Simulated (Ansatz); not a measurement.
Ligand exchange: BH(CH3)2 + C2H5I → BH(CH3)I + C3H8

Species: BH(CH3)2, singlet; C2H5I (iodoethane) `CCI`, singlet; BH(CH3)I, singlet; C3H8 (propane) `CCC`, singlet. The partners trade CH3 for I: B–CH3 and C–I bonds give way to B–I and C–CH3.

Shapes, held fixed at every level: PBE0-D4/def2-TZVP. Programs: Ansatz 0.2.0. The zero-point and thermal change to 298 K, harmonic and unscaled (PBE0-D4/def2-TZVP), is +5.1 kJ/mol.

**Question.** Estimate ΔH(298 K) of this reaction.

**Answer.** The highest level, CCSD(T)/def2-TZVPP, gives ΔH(298 K) = -67.5 kJ/mol; the levels span -81.9 to -62.4. The column of differences is taken from that level and isn't an error. No measured value is set beside it here. For atoms past krypton def2 sets carry core potentials with scalar relativity. Correlated rows may include outer-core shells of I, which these sets cover unevenly. Times are processor times on shared x86 and Arm servers, and rough.

| level | kind | ΔH(298 K) (kJ/mol) | less CCSD(T)/def2-TZVPP | CPU time (sum over the molecules) |
| --- | --- | --- | --- | --- |
| r2SCAN-D4/def2-TZVPP | meta-GGA | -64.5 | +3.0 | 32 s |
| r2SCAN0-D4/def2-TZVPP | global hybrid | -67.1 | +0.4 | 33 s |
| wB97M-V/def2-TZVPP | range-separated hybrid | -62.4 | +5.1 | 77 s |
| B2PLYP/def2-TZVPP | double hybrid | -64.0 | +3.5 | 37 s |
| MP2/def2-TZVPP | perturbation theory | -69.8 | -2.3 | – |
| CCSD/def2-SVP | coupled cluster or CI | -81.9 | -14.4 | – |
| CCSD(T)/def2-TZVPP | coupled cluster or CI | -67.5 | 0.0 | 6.8 min |
